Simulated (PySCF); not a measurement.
# Vertical excitation energies

3-ethynylpyridine, C7H5N.
SMILES: `C#Cc1cccnc1`

Method used: TDDFT B3LYP/def2-SVPD, vertical, gas phase, core orbitals frozen in the response (PySCF). Isolated species at its GFN2-xTB geometry, gas phase.

```tsv
state	E (eV)	E (kJ/mol)	λ (nm)	f	|μ| (D)	symmetry	main configurations (H = HOMO, L = LUMO)
S1	4.47	431	277.6	0.0008	0.21	–	H-1→L (99%)
S2	4.82	465	257.2	0.0028	0.39	A″	H-1→L+1 (98%)
S3	5.01	483	247.6	0.123	2.54	A′	H→L (49%), H→L+1 (36%), H-2→L (9%)
S4	5.27	508	235.4	0.203	3.19	A′	H→L (42%), H→L+1 (40%), H-2→L (13%)
S5	5.44	525	227.9	0.0001	0.05	–	H-3→L (96%)
S6	6.21	599	199.8	0.0001	0.05	–	H-3→L+1 (95%)
S7	6.27	605	197.6	0.120	2.25	A′	H-2→L (65%), H→L+1 (20%), H-4→L+1 (10%)
S8	6.29	607	197.1	0.0001	0.07	–	H→L+3 (91%)
```

Triplets (Tamm–Dancoff): T1 3.60 eV, H→L (88%); T2 4.04 eV, H-1→L (67%), H-1→L+1 (28%); T3 4.35 eV, H→L+1 (84%).

The lowest singlet comes at 278 nm (431 kJ/mol) in the ultraviolet; it is very weak; its leading configuration is HOMO-1→LUMO (99%). The strongest level in the table is S4 at 5.27 eV (235 nm, f = 0.203). Löwdin shares by element: HOMO carbon 68% or more (atoms not listed hold the other 32%); LUMO carbon 61% or more (atoms not listed hold the other 39%). The listed states span 1.82 eV, and the widest gap between neighbours is 0.77 eV (S5 to S6). Orbital energies (eV): HOMO-3 -8.25, HOMO-2 -8.21, HOMO-1 -7.28, HOMO -7.05, LUMO -1.59, LUMO+1 -1.13, LUMO+2 0.44. The oscillator strengths of these states sum to 0.450; summed over the whole spectrum of an exact calculation they would give the number of electrons, 54 (Thomas–Reiche–Kuhn). Symmetry labels in Cs follow from the direction of the transition dipole and are given only for states with f of 0.002 or more. Singlets were solved by full linear response, triplets in the Tamm–Dancoff approximation.

Time: 27 s of wall time. Hardware: one thread of an Arm Neoverse V1, shared host.
